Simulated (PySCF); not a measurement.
# Continuum solvent and chemical shifts

Structure with atom numbers: `[F:1]/[C:2](=[CH:3]/[S-:4])[CH2:5][C:6]([F:7])([F:8])[F:9]`. Hydrogens are named by the atom that carries them.

GIAO PBE0/pcSseg-1 in PySCF on one PBE0-D3(BJ)/def2-SVP conformer, non-relativistic, equivalent nuclei averaged. Solvents enter as an IEF-PCM continuum (chloroform with ε = 4.7, tetrahydrofuran with ε = 7.4) around the gas-phase geometry. Shifts are referred to CFCl3, TMS, CS2 computed in the same medium.

In chloroform, δ in ppm: F7/F8/F9 -75.0, F1 -132.5, C2 153.6, C3 137.8, C6 134.4, C5 32.9, S4 -119.6, H(C3) 6.73, H(C5) 3.74. Dipole moment 8.36 D.

Question: How does each δ change in the more polar medium?

Answer: 
| atoms | environment | Δδ, tetrahydrofuran |
| --- | --- | --- |
| F7/F8/F9 | fluorine of a CF3 group | +0.6 |
| F1 | vinylic fluorine | +2.1 |
| C2 | fully substituted alkene carbon | +1.0 |
| C3 | alkene CH | -1.0 |
| C6 | CF3 carbon | +0.1 |
| C5 | allylic sp3 CH2 | 0.0 |
| S4 | sulfur bonded to C | -7.3 |
| H(C3) | hydrogen on an alkene CH | -0.03 |
| H(C5) | hydrogen on an allylic sp3 CH2 | +0.01 |

Changes are relative to chloroform. The dipole moment becomes 8.54 D in tetrahydrofuran.

Question: Which nuclei move most (in ppm), and what does the model miss?

Answer: S4 (sulfur bonded to C, -7.3 ppm) in tetrahydrofuran. A continuum only polarises the solute; specific hydrogen bonds, the anisotropy of aromatic solvents and changes of geometry or conformer are outside it, as are counter-ions.
